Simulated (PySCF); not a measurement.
UHF on Te⁺ (tellurium, charge +1)

Configuration: [Kr] 4d10 5s2 5p3, high-spin 4S determinant. Calculation: PySCF 2.14, in cc-pVDZ-PP with ECP28MDF (4s3p2d, 23 functions); a scalar-relativistic core potential.

- Total energy: -266.714374 hartree
- One-electron energy: -459.0303 hartree
- Hartree (Coulomb) energy: 211.8999 hartree
- Exchange energy: -19.5840 hartree
- ⟨S²⟩: 3.7515
- ⟨L²⟩: 0.000
- Sum of ⟨r⟩: 27.95 bohr
- Sum of ⟨r²⟩: 48.00 bohr²
- Time after the integrals: 0.08 s of wall time on 1 thread of Neoverse-N1 (shared host)

| shell | electrons | mean orbital energy (hartree) | rms radius, mean of both spins (bohr) |
| --- | --- | --- | --- |
| 4s α | 1 | -7.46977 | 0.820 |
| 4s β | 1 | -7.44723 | 0.820 |
| 4p α | 3 | -5.43468 | 0.882 |
| 4p β | 3 | -5.41222 | 0.882 |
| 4d α | 5 | -2.28833 | 1.04 |
| 4d β | 5 | -2.26925 | 1.04 |
| 5s α | 1 | -1.16867 | 2.21 |
| 5s β | 1 | -0.90682 | 2.21 |
| 5p α | 3 | -0.69245 | 2.67 |

Energies and moments cover only the electrons outside the core potential.
